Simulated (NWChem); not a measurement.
**Basis-set convergence for HBF₂**

```xyz
4

B      0.0000     0.0000     0.4571
H      0.0000     0.0000     1.6591
F     -1.1250     0.0000    -0.2191
F      1.1250     0.0000    -0.2191
```
Charge 0, spin multiplicity 1.

Program: NWChem. All single points use one geometry, from PBE0/def2-SVP, a minimum by its harmonic frequencies.

Quantity: LUMO energy at the level PBE.

The Pople sets run with spherical d functions. The structure started from a generated list of species.

```tsv
basis	functions	LUMO energy (eV)
3-21G	29	-0.77
6-31G*	44	-0.72
cc-pVDZ	47	-1.08
pcseg-1	47	-1.26
6-311++G**	73	-1.55
aug-cc-pVDZ	78	-1.53
def2-TZVP	99	-1.36
pcseg-2	104	-1.42
def2-TZVPP	107	-1.36
aug-cc-pVTZ	161	-1.48
```

Smallest basis within 0.1 eV of aug-cc-pVTZ, the largest set run: 6-311++G**, with 73 functions against 161 (also within reach: aug-cc-pVDZ, pcseg-2). aug-cc-pVTZ isn't the basis-set limit itself, and a small set can land close by cancellation.
